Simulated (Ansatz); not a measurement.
CH5BClNO can be A, `OCNBCl`, or B, `NCB(O)Cl`.

Isolated molecules relaxed with PBE0-D4/def2-TZVP in Ansatz; ΔE leaves out vibrations. CBS: MP2 limit from def2 TZ/QZ plus the TZ coupled-cluster correction, frozen cores. DFT in def2-TZVPP. B3LYP here is the variant with VWN-RPA as its local correlation; programs differ in this. Each species was taken in one conformer, which may not be the lowest.

A:

Z-matrix (Å, degrees):
```
C
N 1 1.441
O 1 1.403 2 113.9
H 1 1.096 2 108.6 3 -124.2
H 1 1.089 2 108.6 3 117.6
B 2 1.390 1 128.0 3 -91.8
H 2 1.008 1 115.0 3 86.0
H 3 0.961 1 109.1 2 -66.1
Cl 6 1.763 2 121.2 1 -2.8
H 6 1.192 2 120.3 1 178.1
```

B:

Z-matrix (Å, degrees):
```
C
B 1 1.572
N 1 1.451 2 114.9
H 1 1.108 2 104.6 3 -125.8
H 1 1.099 2 108.4 3 122.5
Cl 2 1.767 1 120.4 3 27.5
O 2 1.348 1 123.7 3 -156.1
H 3 1.012 1 110.7 2 -41.8
H 3 1.011 1 111.6 2 -162.0
H 7 0.961 2 113.2 1 4.8
```

Q: Which isomer does CCSD(T)/CBS put lower? Give the gap. (An estimate is asked.)

A: Ansatz gave: B, by 61.6 kJ/mol.

Q: Give E(B) − E(A) in kJ/mol with B3LYP-D4, B3LYP, ωB97M-V, B2PLYP, PBE-D4, r2SCAN-D4, HF/def2-TZVPP. (Best estimate.)

A: Ansatz gave: B3LYP-D4 -56.8, B3LYP -56.1, ωB97M-V -61.9, B2PLYP -58.1, PBE-D4 -58.0, r2SCAN-D4 -62.0, HF/def2-TZVPP -55.7. None reverses the order clearly.

Largest T1 diagnostic: 0.011.

In def2-TZVPP, CCSD(T) changes the Hartree–Fock value by −3.7 kJ/mol (the triples alone add +0.6 kJ/mol) and MP2 by −6.5 kJ/mol.
